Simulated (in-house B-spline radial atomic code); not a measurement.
Settings and results of a run for Yb III (Yb2+). Computed with a B-spline radial code for spherical atoms: scalar-relativistic (X2C) PBEsol, spin-polarised, spherical fractional occupations, Fermi nucleus of rms radius 5.3108 fm.

Command:
```bash
python run_scf.py task.json out
```
Settings (nuclear radius in fm, mass in u):
```
Z                70
configuration    [Xe] 4f14
hamiltonian      x2c
method           pbesol
spin_polarised   True
nucleus          fermi
rms_radius       5.3108
atomic_mass      173.93887
speed_of_light   137.035999084
```

Output (hartree, bohr):
```
 radial grid: 78 intervals, B-splines of order 8, outer radius 53.7037 bohr

 iter        energy (Eh)    residual
    1      -14053.555350    4.33e-01
    2      -14003.439345    8.45e-01
    3      -14031.767258    9.58e-01
    4      -14050.452158    4.33e-01
    5      -14039.960266    8.18e-01
    6      -14054.483612    1.26e-02
    7      -14054.484697    8.29e-03
    8      -14054.486282    1.95e-03
    9      -14054.486452    4.35e-04
   10      -14054.486460    8.52e-06
   11      -14054.486460    2.02e-07

 total energy                    -14054.48646
 kinetic                           15619.3258
 electron-nucleus                 -34885.5912
 Hartree                            5504.3119
 exchange-correlation               -292.5330

 orbital      occ     eigenvalue          <r>       <r^2>       <1/r>       r_max
 1s up      1.000     -2243.2385    0.0188999 0.000498074     87.5989     0.01146
 1s down    1.000     -2243.2385    0.0188999 0.000498074     87.5989     0.01146
 2s up      1.000      -380.5016    0.0826177  0.00812999     20.3615     0.07046
 2s down    1.000      -380.5016    0.0826177  0.00812999     20.3615     0.07046
 2p up      3.000      -336.4012    0.0736472  0.00664038     17.4597     0.05703
 2p down    3.000      -336.4012    0.0736472  0.00664038     17.4597     0.05703
 3s up      1.000       -86.1835     0.216383   0.0536574     7.32791      0.1997
 3s down    1.000       -86.1835     0.216383   0.0536574     7.32791      0.1997
 3p up      3.000       -72.8185     0.215646   0.0540113     6.54638      0.1965
 3p down    3.000       -72.8185     0.215646   0.0540113     6.54638      0.1965
 3d up      5.000       -56.0918     0.196094   0.0451211     6.12731      0.1602
 3d down    5.000       -56.0918     0.196094   0.0451211     6.12731      0.1602
 4s up      1.000       -17.3700     0.488189    0.269418     3.03228      0.4558
 4s down    1.000       -17.3700     0.488189    0.269418     3.03228      0.4558
 4p up      3.000       -12.9617     0.517818    0.305473     2.70159      0.4762
 4p down    3.000       -12.9617     0.517818    0.305473     2.70159      0.4762
 4d up      5.000        -7.0518     0.560642    0.365375      2.3691      0.4915
 4d down    5.000        -7.0518     0.560642    0.365375      2.3691      0.4915
 5s up      1.000        -2.5555      1.20889     1.64769     1.11253       1.072
 5s down    1.000        -2.5555      1.20889     1.64769     1.11253       1.072
 5p up      3.000        -1.5516      1.43836     2.35646    0.908534       1.232
 5p down    3.000        -1.5516      1.43836     2.35646    0.908534       1.232
 4f up      7.000        -0.6488     0.779918    0.833612     1.73465      0.4834
 4f down    7.000        -0.6488     0.779918    0.833612     1.73465      0.4834
```

Time taken, with all properties: 0.43 s on 1 thread of Arm Neoverse V2 (shared host).

One-electron X2C: radii and densities carry no picture-change correction, so inner-shell <1/r> comes out high (for 1s by about 2 % at Z = 33, 5 % at 54, 10 % at 75, 30 % at 118) and <r> low.
